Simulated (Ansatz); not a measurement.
Cost and result for the atomization energy of C4H3F7, SMILES `FC(F)CC(F)(F)C(F)(F)F` (14 atoms, 13 bonds).

Z-matrix (Å, degrees):
```
C
F 1 1.356
C 1 1.513 2 108.4
F 1 1.354 2 107.1 3 119.3
H 1 1.094 2 108.2 3 -124.1
C 3 1.511 1 116.2 2 -158.6
H 3 1.091 1 109.0 2 76.9
H 3 1.092 1 108.0 2 -40.7
C 6 1.546 3 116.9 1 -62.9
F 6 1.353 3 110.2 1 59.1
F 6 1.350 3 108.3 1 176.7
F 9 1.326 6 110.3 3 -171.2
F 9 1.330 6 110.1 3 -51.2
F 9 1.329 6 110.5 3 69.0
```

The species carries charge 0 and has multiplicity 1. All single points use the PBE0-D4/def2-TZVP geometry. It is one conformer, not always the lowest. Program: Ansatz. All runs use 4 threads of an AMD EPYC 7R13 on a shared host and a share of an NVIDIA H100 80 GB. Times are those of one run each, without the atoms' runs, and a repeat can differ threefold. Electronic energies, without spin–orbit coupling; frozen cores. CCSD(T)/CBS adds CCSD(T) − MP2 in def2-TZVPP to the MP2 limit, and its time is that of the two runs behind it. T1 = 0.012. HSE06 is the plane-wave form, built on full-range PBE exchange.

CCSD(T)/CBS is a level of theory with its own doubt, some kJ/mol a heavy atom from the limit and from the frozen cores, so smaller differences don't rank the functionals.

| level | functions | wall time | atomization (kcal/mol) | difference from CCSD(T)/CBS | per bond |
| --- | --- | --- | --- | --- | --- |
| PBE0-D4/def2-TZVPP | 383 | 1.7 s | 1401.6 | 13.5 | 1.0 |
| BLYP-D4/def2-TZVPP | 383 | 2 s | 1393.4 | 5.3 | 0.4 |
| r2SCANh-D4/def2-TZVPP | 383 | 2 s | 1384.3 | -3.8 | -0.3 |
| PBE-D4/def2-TZVPP (with forces) | 383 | 2.4 s | 1454.7 | 66.6 | 5.1 |
| B97M-V/def2-TZVPP | 383 | 2.5 s | 1390.2 | 2.1 | 0.2 |
| HSE06-D4/def2-TZVPP | 383 | 3.3 s | 1403.2 | 15.1 | 1.2 |
| CAM-B3LYP-D4/def2-TZVPP | 383 | 3.4 s | 1400.2 | 12.1 | 0.9 |
| CCSD(T)/def2-SVP | 169 | 4.2 s | 1328.5 | -59.6 | -4.6 |
| MP2/def2-QZVPP | 717 | 4.8 s | 1433.2 | 45.1 | 3.5 |
| ωB97X-V/def2-TZVPP | 383 | 7 s | 1397.4 | 9.3 | 0.7 |
| ωB97M-V/def2-TZVPP (with forces) | 383 | 9.5 s | 1397.2 | 9.1 | 0.7 |
| CCSD(T)/def2-TZVPP | 383 | 41 s | 1350.2 | -37.9 | -2.9 |
| CCSD(T)/CBS(def2) | – | 46 s | 1388.1 | 0.0 | 0.0 |

Leaving LDA and LC-ωPBE aside and taking each functional with its dispersion term where it has one, the values, not all of them listed here, spread over 145.9 kcal/mol, from BHLYP-D4 to PBE-D4. LDA lies +242.5 kcal/mol from PBE without D4, its usual overbinding. At CCSD(T), def2-SVP lies −59.6 kcal/mol from the extrapolated value and def2-TZVPP −37.9 kcal/mol: correlation converges slowly with the basis, and small sets miss more of it in the bonded molecule than in its fragments. The D4 term adds +12.0 kcal/mol with B3LYP and +6.4 kcal/mol with PBE0; it sums over pairs of atoms, weighted by their polarisabilities, and B3LYP, whose exchange is more repulsive, gets the larger term.

B3LYP here is the variant with VWN-RPA as its local correlation; programs differ in this.
